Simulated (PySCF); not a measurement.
MoBr₂, quintet: computed properties

All numbers come from UPBE0/[Mo def2-TZVP with ECP28, Br def2-TZVP], scalar-relativistic core potentials, density fitting, no spin–orbit coupling, PySCF.

The structure is a minimum.

* Point group: C2v
* Bond lengths: Mo–Br 2.409 Å (×2)
* Bond angles: Br–Mo–Br 131.5°
* Highest occupied level (α): -6.65 eV
* Principal quadrupole moments (Buckingham, traceless) about the centre of mass: -7.91, 1.67, 6.24 D Å
* Dipole moment: 2.45 D
* Heat capacity Cp at 298.15 K: 55.8 J/(mol K)
* Zero-point energy: 3.6 kJ/mol
* Spin squared ⟨S²⟩: 6.032
* Entropy at 298.15 K and 1 bar (electronic part: spin only): 340.3 J/(mol K)
* Atomisation energy without zero-point energy: 650 kJ/mol
* Principal polarisabilities: 61.3, 72.7, 116.8 bohr³
* Rotational symmetry number: 2
* Enthalpy at 298.15 K above 0 K: 14.47 kJ/mol
* Rotational constants: 0.2851, 0.02214, 0.02055 cm⁻¹
* Lowest empty level (α): -3.76 eV

Harmonic modes (masses in u: Mo 97.905, Br 78.918):
```csv
symmetry,ω (cm⁻¹),IR (km/mol),μ (u),type
a1,46,2.8,85.25,bend
a1,248,9.6,82.67,stretch
b2,315,66.1,88.78,stretch
```

In C2v the vibrations span 2a1 + b2. Here b1 is antisymmetric to the molecular plane and b2 lies in it.

Charges (e):
| atom | Mulliken | Löwdin | polar tensor | spin (Mulliken) | Mayer order to Mo1 |
| --- | --- | --- | --- | --- | --- |
| Mo1 | 0.78 | -0.06 | 1.10 | 4.05 | – |
| Br2,3 | -0.39 | 0.03 | -0.55 | -0.02 | 1.06 |

Mulliken populations on Mo1 (electrons outside its core potential): s 2.52, p 6.20, d 4.49, f 0.01.

Outer orbital energies (eV). α occupied: -9.77, -9.34, -9.13, -8.81, -7.59, -7.58, -7.03, -6.65; empty: -3.76, -1.76, -0.56, 0.62. β occupied: -21.33, -21.14, -10.37, -9.71, -8.96, -8.87, -8.75, -8.68; empty: -2.54, -2.34, -1.88, -1.88.

Formally Mo is in oxidation state +2, d4, with 4 unpaired electrons (the high-spin count). The Mulliken spin on Mo is 4.05. The polar-tensor charge on Mo, 1.10, is far below the formal one.

Other isomers or separated fragments may lie lower. Open d and f shells are described by one determinant, and the ground state may have another occupation or spin.

The final relaxation and frequency run took 75 s on 4 threads of a shared Arm Neoverse V2 host, with 136 basis functions and 11 gradients; the process peaked at 1.1 GiB.
